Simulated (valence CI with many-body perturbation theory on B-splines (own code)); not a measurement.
# E1 line list for Tc³⁰⁺

Method: configuration interaction combined with many-body perturbation theory (CI+MBPT): three valence electrons over a frozen Dirac-Fock core [Ne], radial functions for each j: 11 s, 11 p, 9 d, 7 f, 5 g, 2 h, 1 i, with the one-electron correlation potential Σ1 (screened to all orders), the two-electron term Σ2, the three-electron term Σ3, Breit, model QED; selected single and double excitations, second order for the rest (own B-spline code, finite nucleus).

No measured spectrum was set against this ion. As an estimate, large intervals hold to a few tenths of a per cent, small ones and those within an open d or f shell to about a per cent.

Lines 101 to 150 of 277 in falling wavelength, among levels below 2862300 cm⁻¹, chosen from the strongest by gf and those to the six lowest levels. Wavelengths and rates use the calculated energies. Electric multipoles are in the length gauge, E1 and E2 with the static RPA response of the core. Weak lines are less certain than strong ones. Lines between different terms over intervals too small for the method are left out, as are lines whose strength nearly cancels. The highest levels of a list are the least certain.

Names give the largest LS component (configuration and term), which can be under half, so a name can repeat, a term be missing and a line seem to break the LS rules; names also repeat where a configuration has a term twice. Letters in brackets count levels of one name in rising energy.

| λ vac (nm) | Upper | Lower | A (s⁻¹) | log gf | Branch % |
| --- | --- | --- | --- | --- | --- |
| 11.00 | 3s.3p.3d 2D°_3/2 [a] | 3s.3p2 2P_1/2 | 3.25e+10 | -0.63 | 23.0 |
| 10.99 | 3p2.3d 2P_3/2 [a] | 3s.3p.3d 4F°_3/2 | 2.68e+10 | -0.71 | 30.9 |
| 10.98 | 3s2.3d 2D_3/2 | 3s2.3p 2P°_3/2 | 2.98e+10 | -0.67 | 18.1 |
| 10.97 | 3s.3d2 4F_5/2 | 3s.3p.3d 4P°_3/2 [a] | 1.82e+10 | -0.71 | 11.1 |
| 10.95 | 3s.3p.3d 4P°_3/2 [b] | 3s.3p2 2D_5/2 | 3.92e+10 | -0.55 | 56.9 |
| 10.92 | 3s.3d2 4F_5/2 | 3s.3p.3d 4D°_5/2 | 1.51e+10 | -0.79 | 9.2 |
| 10.91 | 3s.3p.3d 4F°_7/2 | 3s.3p2 4P_5/2 | 1.30e+10 | -0.73 | 87.5 |
| 10.85 | 3p2.3d 4F_9/2 [b] | 3s.3p.3d 4F°_9/2 | 2.83e+10 | -0.30 | 39.8 |
| 10.84 | 3p2.3d 4D_1/2 | 3s.3p.3d 4F°_3/2 | 6.66e+10 | -0.63 | 75.4 |
| 10.84 | 3p2.3d 4D_3/2 | 3s.3p.3d 4F°_5/2 [b] | 2.91e+10 | -0.69 | 28.2 |
| 10.83 | 3s.3d2 4F_3/2 [b] | 3s.3p.3d 2D°_3/2 [a] | 1.33e+10 | -1.03 | 7.4 |
| 10.83 | 3s.3p.3d 2P°_1/2 [a] | 3s.3p2 2S_1/2 | 3.89e+10 | -0.86 | 25.5 |
| 10.82 | 3p2.3d 4D_3/2 | 3p3 4S°_3/2 | 2.82e+10 | -0.70 | 27.4 |
| 10.81 | 3p3 4S°_3/2 | 3s.3p2 4P_3/2 | 4.26e+10 | -0.53 | 46.7 |
| 10.80 | 3p2.3d 4D_5/2 | 3s.3p.3d 4F°_5/2 [b] | 2.94e+10 | -0.51 | 27.1 |
| 10.80 | 3s.3p.3d 4F°_5/2 [b] | 3s.3p2 4P_3/2 | 8.94e+09 | -1.03 | 43.4 |
| 10.74 | 3s.3p.3d 2P°_3/2 [a] | 3s2.3d 2D_5/2 | 9.14e+10 | -0.20 | 50.5 |
| 10.71 | 3s.3p.3d 4D°_3/2 | 3s.3p2 4P_5/2 | 6.93e+08 | -2.32 | 0.6 |
| 10.70 | 3s.3d2 4F_7/2 | 3s.3p.3d 4D°_5/2 | 4.63e+10 | -0.20 | 31.8 |
| 10.69 | 3p2.3d 2P_1/2 [a] | 3p3 2P°_1/2 | 7.35e+10 | -0.60 | 55.9 |
| 10.69 | 3s.3p.3d 4P°_3/2 [a] | 3s.3p2 2P_1/2 | 1.43e+10 | -1.01 | 13.5 |
| 10.69 | 3p2.3d 2G_7/2 | 3s.3p.3d 4F°_7/2 | 9.21e+09 | -0.90 | 15.4 |
| 10.67 | 3s.3p2 2P_1/2 | 3s2.3p 2P°_1/2 | 1.19e+11 | -0.39 | 96.0 |
| 10.67 | 3s.3d2 4F_5/2 | 3s.3p.3d 2D°_3/2 [a] | 1.61e+10 | -0.78 | 9.8 |
| 10.66 | 3s.3p2 2S_1/2 | 3s2.3p 2P°_3/2 | 8.60e+10 | -0.53 | 94.8 |
| 10.64 | 3s.3p.3d 4P°_5/2 | 3s.3p2 4P_5/2 | 2.11e+10 | -0.67 | 27.3 |
| 10.64 | 3s.3p.3d 2D°_5/2 [b] | 3s2.3d 2D_5/2 | 8.53e+10 | -0.06 | 38.1 |
| 10.64 | 3p2.3d 2D_3/2 | 3p3 2P°_1/2 | 2.38e+10 | -0.79 | 22.1 |
| 10.58 | 3s.3p.3d 2D°_5/2 [b] | 3s.3p2 2P_3/2 | 7.11e+10 | -0.15 | 31.8 |
| 10.57 | 3s.3p.3d 2F°_5/2 [b] | 3s2.3d 2D_3/2 | 9.99e+10 | 0.00 | 49.4 |
| 10.54 | 3s.3p.3d 2F°_5/2 [a] | 3s.3p2 2D_3/2 | 6.04e+10 | -0.22 | 86.7 |
| 10.51 | 3s.3p.3d 2P°_1/2 [a] | 3s2.3d 2D_3/2 | 4.33e+10 | -0.84 | 28.4 |
| 10.43 | 3s.3p.3d 2D°_5/2 [a] | 3s.3p2 2D_5/2 | 8.06e+10 | -0.10 | 91.3 |
| 10.43 | 3s.3p.3d 2P°_3/2 [b] | 3s2.3d 2D_5/2 | 1.69e+10 | -0.96 | 6.5 |
| 10.43 | 3s.3d2 4F_9/2 | 3s.3p.3d 4D°_7/2 | 6.95e+10 | 0.05 | 54.3 |
| 10.42 | 3s.3p.3d 2P°_1/2 [b] | 3s.3p2 2S_1/2 | 6.01e+10 | -0.71 | 28.3 |
| 10.38 | 3p2.3d 2D_5/2 | 3s.3p.3d 4F°_5/2 [b] | 9.46e+09 | -1.04 | 6.3 |
| 10.37 | 3s.3p.3d 2P°_3/2 [b] | 3s.3p2 2P_3/2 | 1.83e+11 | 0.07 | 70.4 |
| 10.37 | 3p2.3d 2P_3/2 [b] | 3s.3p.3d 4P°_3/2 [b] | 1.90e+10 | -0.91 | 12.7 |
| 10.37 | 3p2.3d 2D_5/2 | 3p3 4S°_3/2 | 1.88e+10 | -0.74 | 12.5 |
| 10.34 | 3p2.3d 4P_3/2 | 3p3 4S°_3/2 | 1.38e+10 | -1.05 | 7.9 |
| 10.26 | 3p2.3d 2F_7/2 [b] | 3s.3p.3d 4D°_5/2 | 1.26e+10 | -0.80 | 7.2 |
| 10.17 | 3s.3p.3d 2D°_3/2 [a] | 3s.3p2 2D_3/2 | 3.57e+10 | -0.65 | 25.2 |
| 10.17 | 3p2.3d 2P_3/2 [b] | 3s.3p.3d 4P°_3/2 [a] | 3.19e+10 | -0.70 | 21.4 |
| 10.13 | 3s.3p.3d 2P°_3/2 [a] | 3s.3p2 2S_1/2 | 7.67e+10 | -0.33 | 42.4 |
| 10.13 | 3s.3p.3d 2P°_1/2 [b] | 3s2.3d 2D_3/2 | 9.52e+10 | -0.53 | 44.8 |
| 10.12 | 3s.3p2 2P_3/2 | 3s2.3p 2P°_3/2 | 1.39e+11 | -0.07 | 83.3 |
| 10.08 | 3p2.3d 4D_5/2 | 3s.3p.3d 4F°_3/2 | 9.79e+09 | -1.05 | 9.0 |
| 10.08 | 3s.3p.3d 4D°_3/2 | 3s.3p2 4P_3/2 | 8.47e+09 | -1.29 | 7.4 |
| 10.06 | 3s2.3d 2D_5/2 | 3s2.3p 2P°_3/2 | 1.05e+11 | -0.02 | 100.0 |
